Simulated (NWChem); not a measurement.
System: C3H7FSi; SMILES C(=C\C)(/F)[SiH3]

Computed with NWChem. Medium grid unless said otherwise, to which SCAN and Minnesota functionals are sensitive. All runs use the structure optimised with PBE0/def2-SVP. No frequency run checked for a minimum. B3LYP is NWChem's, with the RPA form of VWN correlation. Total energies of different functionals are on different scales.

```tsv
level	energy (Ha)	highest occupied level (eV)	orbital gap (eV)	dipole (D)
B3LYP/def2-SVP	-507.5982	-6.86	6.52	1.68
PBE/def2-SVP	-507.1615	-5.86	4.79	1.55
B3PW91/def2-SVP	-507.4674	-6.94	6.54	1.72
PW91/def2-SVP	-507.4723	-5.91	4.79	1.55
M06-2X/def2-SVP	-507.4554	?	?	?
KT2/def2-SVP	-513.4377	-5.89	4.82	1.59
SCAN/def2-SVP	-507.5060	-6.17	5.21	1.73
```

Task: Fill in the missing entries.

Result: 
- M06-2X/def2-SVP, highest occupied level (eV): -8.36
- M06-2X/def2-SVP, orbital gap (eV): 9.07
- M06-2X/def2-SVP, dipole (D): 1.80
